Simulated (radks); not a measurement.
Task: These are the eigenvalues of the occupied orbitals of an atom or ion with whole-number occupations (eV). All-electron calculation, Dirac Kohn-Sham, PBE, spin-unpolarised, spherical densities, finite nucleus; Fermi nuclear charge, rms radius of each element as measured or else 0.836 A^(1/3) + 0.57 fm. Program: a radial shooting solver on a logarithmic mesh with Libxc functionals.

| orbital | eigenvalue |
|---|---|
| 1s1/2 | -20905.15 |
| 2s1/2 | -3023.009 |
| 2p1/2 | -2791.301 |
| 2p3/2 | -2673.051 |
| 3s1/2 | -565.7019 |
| 3p1/2 | -476.6646 |
| 3p3/2 | -456.8744 |
| 3d3/2 | -299.4355 |
| 3d5/2 | -295.6288 |
| 4s1/2 | -119.1251 |
| 4p1/2 | -92.6358 |
| 4p3/2 | -89.5315 |
| 4d3/2 | -49.3443 |
| 4d5/2 | -48.9563 |

Which element is it, and in what charge state? The configuration may be excited. Open shells, if any, are shared by 2j + 1.

Result: Z = 43, technetium, charge +4: Tc4+ in [Kr] 4d3. The list shows which subshells hold electrons but not how many an open one holds; the 1s level, -768.25 hartree, gives Z - s = 39.2 by -(Z - s)^2/2, which with screening and relativity narrows Z to a few neighbours, and the depths of the outer levels then fix element, charge and occupations together.
